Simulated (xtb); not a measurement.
F2In (SMILES [F][In][F]), doublet, from a rough starting geometry (GFN-xTB shapes and energies of metal compounds can be far from the true ones) (the spin is typed, not shown lowest); GFN2-xTB in xtb.

Here is a job for xtb.
```
$ xtb mol.xyz --gfn 2 --uhf 1 --opt vtight --json

# file mol.xyz
3

In     0.48047428     0.19647058     0.14419736
F     -0.43377648     1.39996947    -1.39066273
F     -0.05223893    -1.53650132     1.19918893
```

Output, abridged:

```
   ID    Z sym.   atoms
    1   49 In     1
    2    9 F      2, 3

           -------------------------------------------------
          |                Calculation Setup                |
           -------------------------------------------------

           -------------------------------------------------
          |                 G F N 2 - x T B                 |
           -------------------------------------------------

          ...................................................
          :                      SETUP                      :
          :.................................................:
          :  # basis functions                  18          :
          :  # atomic orbitals                  17          :
          :  # shells                            7          :
          :  # electrons                        17          :
          :  max. iterations                   250          :
          :  Hamiltonian                  GFN2-xTB          :
          :  restarted?                      false          :
          :  GBSA solvation                  false          :
          :  PC potential                    false          :
          :  electronic temp.          300.0000000     K    :
          :  accuracy                    1.0000000          :
          :  -> integral cutoff          0.2500000E+02      :
          :  -> integral neglect         0.1000000E-07      :
          :  -> SCF convergence          0.1000000E-05 Eh   :
          :  -> wf. convergence          0.1000000E-03 e    :
          :  Broyden damping             0.4000000          :
          :  net charge                          0          :
          :  unpaired electrons                  1          :
          ...................................................

 iter      E             dE          RMSdq      gap      omega  full diag
   1    -10.7469719 -0.107470E+02  0.228E+01    6.80       0.0  T
   2    -10.7605032 -0.135313E-01  0.117E+01    7.22       1.0  T
   3    -10.7597695  0.733660E-03  0.341E+00    6.77       1.0  T
   4    -10.7563771  0.339239E-02  0.138E+00    6.68       1.0  T
   5    -10.7609593 -0.458220E-02  0.399E-01    6.71       1.0  T
   6    -10.7610235 -0.641534E-04  0.104E-01    6.75       1.0  T
   7    -10.7610391 -0.156425E-04  0.379E-02    6.77       1.5  T
   8    -10.7610398 -0.675262E-06  0.790E-03    6.77       7.3  T
   9    -10.7610399 -0.144161E-06  0.472E-03    6.77      12.2  T
[...]
         :: total energy             -10.760320177911 Eh    ::
 * total energy  :   -10.7603202 Eh     change       -0.9698908E-11 Eh
 * total energy  :   -10.7604306 Eh     change       -0.1103829E-03 Eh
 * total energy  :   -10.7604938 Eh     change       -0.6326273E-04 Eh
 * total energy  :   -10.7605003 Eh     change       -0.6478390E-05 Eh
 * total energy  :   -10.7605014 Eh     change       -0.1116923E-05 Eh
 * total energy  :   -10.7605015 Eh     change       -0.5717929E-07 Eh
   *** GEOMETRY OPTIMIZATION CONVERGED AFTER 6 ITERATIONS ***
         :: total energy             -10.760501476163 Eh    ::
[...]
        13                         -0.0688695              -1.8740
        14                         -0.0597141              -1.6249
        15                         -0.0264858              -0.7207
        16                          0.2406970               6.5497
        17                          0.3645160               9.9190
      -------------------------------------------------------------
                  HL-Gap            0.2498779 Eh            6.7995 eV
             Fermi-level           -0.3974588 Eh          -10.8154 eV

     #   Z          covCN         q      C6AA      α(0)
     1  49 In       1.332     0.541   421.858    50.456
     2   9 F        0.666    -0.270    12.010     4.091
     3   9 F        0.666    -0.270    12.010     4.091

 Mol. C6AA /au·bohr⁶  :        707.836421
 Mol. C8AA /au·bohr⁸  :      75173.465671
 Mol. α(0) /au        :         58.637600

Wiberg/Mayer (AO) data.
largest (>0.10) Wiberg bond orders for each atom

 ---------------------------------------------------------------------------
     #   Z sym  total        # sym  WBO       # sym  WBO       # sym  WBO
 ---------------------------------------------------------------------------
     1  49 In   1.707 --     2 F    0.854     3 F    0.853
     2   9 F    1.092 --     1 In   0.854     3 F    0.238
     3   9 F    1.092 --     1 In   0.853     2 F    0.238
 ---------------------------------------------------------------------------

Topologies differ in total number of bonds
Writing topology from bond orders to xtbtopo.mol

molecular dipole:
                 x           y           z       tot (Debye)
 q only:        0.821       0.327       0.252
   full:        0.991       0.394       0.303       2.818
molecular quadrupole (traceless):
                xx          xy          yy          xz          yz          zz
 q only:        3.858       1.063      -2.557      -0.525       5.388      -1.301
  q+dip:        4.361       1.280      -2.848      -0.480       5.881      -1.513
   full:        5.642       1.300      -3.877      -1.136       8.563      -1.765

optimized geometry written to: xtbopt.xyz

           -------------------------------------------------
          | TOTAL ENERGY              -10.760501476163 Eh   |
          | GRADIENT NORM               0.000046498496 Eh/α |
          | HOMO-LUMO GAP               6.799524223408 eV   |
           -------------------------------------------------

normal termination of xtb
```
